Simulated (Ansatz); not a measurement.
# Cost against result

Saddle point of GeNH₂Cl₂F, singlet (GeNH₂Cl₂F ([NH2][Ge]([F])([Cl])[Cl]) → GeNHCl₂ ([NH][Ge]([Cl])[Cl]) + HF; bonds formed: F2–H4; bonds broken: Ge1–F2, N3–H4), PBE0-D4/def2-TZVP structure:

Ge1  (0.077, 0.391, 0.561)
F2  (-1.334, -0.817, -0.916)
N3  (1.123, -0.640, -0.337)
H4  (-0.378, -1.038, -1.008)
Cl5  (-0.294, 2.468, 0.368)
Cl6  (-0.911, -0.277, 2.288)
H7  (1.716, -0.089, -0.956)
(Å)

Barriers are electronic and count from the start structure reached by relaxing down the imaginary mode.

Ansatz 0.2.0; basis: as named in each row; cores frozen in the correlated methods. Filled d shells of the heavier atoms are correlated. The def2 sets are not built for correlating such inner shells, so the correlated values are less sure here. B3LYP uses VWN-RPA correlation. Extrapolation: Hartree–Fock as exp(−7.88 √X), correlation as X^−2.97.

Times are rough, for one single point on 8 threads of a shared host (AMD EPYC 9R45).

The estimate by CCSD(T) at an estimated basis limit (MP2 extrapolated from triple and quadruple zeta, plus CCSD(T) − MP2 in triple zeta) is 2.884 eV.

```
      method       basis  time (s)  barrier (eV)  method less estimate
          HF      STO-3G   under 1         4.659                 1.775
      PBE-D4      STO-3G   under 1         2.276                -0.607
       SPW92    def2-SVP   under 1         2.516                -0.367
      PBE-D4    def2-SVP   under 1         2.499                -0.385
    B3LYP-D4       6-31G   under 1         3.196                 0.312
     PBE0-D4    def2-SVP   under 1         2.835                -0.049
       SPW92  def2-TZVPP   under 1         2.502                -0.382
      PBE-D4  def2-TZVPP   under 1         2.496                -0.387
     BLYP-D4  def2-TZVPP   under 1         2.491                -0.392
    B3LYP-D4  def2-TZVPP   under 1         2.779                -0.105
    BHLYP-D4  def2-TZVPP   under 1         3.158                 0.274
     PBE0-D4  def2-TZVPP   under 1         2.840                -0.043
   r2SCAN-D4  def2-TZVPP   under 1         2.803                -0.080
CAM-B3LYP-D4  def2-TZVPP   under 1         2.967                 0.083
     wB97M-V    def2-SVP         1         2.928                 0.045
  RPA on PBE  def2-TZVPP         1         2.824                -0.059
  r2SCAN0-D4  def2-TZVPP         1         3.016                 0.133
      B2PLYP  def2-TZVPP         1         2.837                -0.047
    PBE-QIDH  def2-TZVPP         1         3.024                 0.141
     CCSD(T)    def2-SVP         2         2.914                 0.030
      B97M-V  def2-TZVPP         2         2.899                 0.016
     wB97X-V  def2-TZVPP         2         3.045                 0.161
     wB97M-V  def2-TZVPP         2         2.932                 0.049
         MP2  def2-QZVPP         4         2.859                -0.025
     CCSD(T)  def2-TZVPP        27         2.935                 0.052
```

All methods are single points on the PBE0-D4 structures.

No T1 diagnostic of these runs exceeds 0.015.

Labels in which every atom is bracketed show which atoms are joined, not bond orders.
